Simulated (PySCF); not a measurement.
Krypton: a sound run and one with changed settings

Sound run: Kr⁺ [Ar] 3d10 4s2 4p5, Kr²⁺ [Ar] 3d10 4s2 4p4. Calculation: PySCF 2.14, in cc-pVTZ-DK (6s5p3d1f, 43 functions); scalar relativity by spin-free X2C-1e. The sound run starts from symmetry-adapted Hartree-Fock orbitals and uses a fine grid where one is needed.

A second run was set up differently.

| species | method | sound run (hartree) | changed run (hartree) | converged |
| --- | --- | --- | --- | --- |
| Kr⁺ | UHF | -2787.69343 | -2787.69328 | no |
| Kr⁺ | BP86 | -2789.85491 | -2789.85471 | no |
| Kr⁺ | M06-2X | -2789.65749 | -2789.65738 | no |
| Kr²⁺ | UHF | -2786.83979 | -2786.83947 | no |
| Kr²⁺ | BP86 | -2788.95634 | -2788.95610 | no |
| Kr²⁺ | M06-2X | -2788.76974 | -2788.76955 | no |

(1) What was changed?
A. too few SCF iterations
B. minimal basis
C. angular grid far too coarse
D. basis contracted for another Hamiltonian

## Answers

(1) A. It used initial guess atom, at most 3 SCF cycles. The SCF was stopped early; the energies are upper bounds that still move, and correlated levels were skipped or rest on poor orbitals.
